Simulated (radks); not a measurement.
The platinum ion Pt2+ inside a hard spherical wall (all orbitals vanish at R), configuration held at [Xe] 4f14 5d8 and not refilled when levels cross. Method: scalar-relativistic Kohn-Sham, PBE, spin-polarised, spherical densities, point nucleus; open shells are filled with parallel spins first (spin-orbit coupling, left out, can overturn this in heavy ions); computed with a radial shooting solver on a logarithmic mesh with Libxc functionals. Eigenvalues in eV for spin up, with the zero of energy where the potential of the charges vanishes at infinity; a dash marks a level that is unbound or too diffuse for the functional's potential to be trusted. A positive occupied level is held by the wall or, in an anion where self-interaction has pushed it up, behind a barrier. The pressure on the wall is -dE/dV.

| R (bohr) | E (hartree) | kinetic (hartree) | e(5s) | e(4f) | e(5p) | e(5d) | e(6s, empty) | e(6p, empty) | pressure (GPa) |
|---|---|---|---|---|---|---|---|---|---|
| free | -18412.4692 | 20540.665 | -123.19 | -91.153 | -77.390 | -26.496 | -22.518 | -14.590 | 0 |
| 20 | -18412.4692 | 20540.665 | -123.19 | -91.153 | -77.390 | -26.496 | -22.518 | -14.590 | < 0.0001 |
| 15 | -18412.4692 | 20540.665 | -123.19 | -91.153 | -77.390 | -26.496 | -22.518 | -14.590 | < 0.0001 |
| 10 | -18412.4692 | 20540.665 | -123.19 | -91.153 | -77.390 | -26.496 | -22.518 | -14.589 | < 0.0001 |
| 8 | -18412.4692 | 20540.665 | -123.19 | -91.153 | -77.389 | -26.496 | -22.517 | -14.568 | 0.000579 |
| 7 | -18412.4691 | 20540.666 | -123.19 | -91.148 | -77.385 | -26.492 | -22.507 | -14.492 | 0.00830 |
| 5 | -18412.4616 | 20540.741 | -122.93 | -90.871 | -77.135 | -26.263 | -22.006 | -12.971 | 1.61 |
| 3.5 | -18412.2586 | 20542.042 | -119.80 | -87.455 | -74.212 | -23.310 | -15.760 | -2.139 | 88.7 |
| 3 | -18411.8251 | 20544.345 | -115.91 | -83.023 | -70.585 | -19.181 | -6.625 | 11.229 | 381 |
| 2 | -18404.6843 | 20576.596 | -88.586 | -50.008 | -42.270 | 17.891 | 81.883 | 121.67 | 12800 |
| 1.5 | -18376.6410 | 20685.836 | -28.099 | 12.988 | 28.530 | 108.73 | 296.94 | 362.75 | 124000 |
